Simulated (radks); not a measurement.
Problem. These are the eigenvalues of the occupied orbitals of an atom or ion with whole-number occupations (hartree). All-electron calculation, scalar-relativistic Kohn-Sham, TASK exchange with Perdew-Wang LDA correlation, spin-unpolarised, spherical densities, finite nucleus; meta-GGA in the generalised Kohn-Sham scheme; Fermi nuclear charge, rms radius of each element as measured or else 0.836 A^(1/3) + 0.57 fm. Program: a radial shooting solver on a logarithmic mesh with Libxc functionals.

| orbital | eigenvalue |
|---|---|
| 1s | -2885.788 |
| 2s | -508.9498 |
| 2p | -441.2745 |
| 3s | -120.6122 |
| 3p | -100.8370 |
| 3d | -79.28752 |
| 4s | -26.79360 |
| 4p | -20.27288 |
| 4d | -12.30141 |
| 5s | -4.60753 |
| 4f | -3.41021 |
| 5p | -2.84340 |
| 5d | -0.80821 |
| 6s | -0.54171 |
| 7s | -0.09995 |

Which element is it, and in what charge state? The configuration may be excited.

Solution. Z = 78, platinum, charge 0: Pt in [Kr] 4d10 4f14 5s2 5p4 5d9 6s1 7s2. The list shows which subshells hold electrons but not how many an open one holds; the 1s level, -2885.8 hartree, gives Z - s = 76.0 by -(Z - s)^2/2, which with screening and relativity narrows Z to a few neighbours, and the depths of the outer levels then fix element, charge and occupations together.
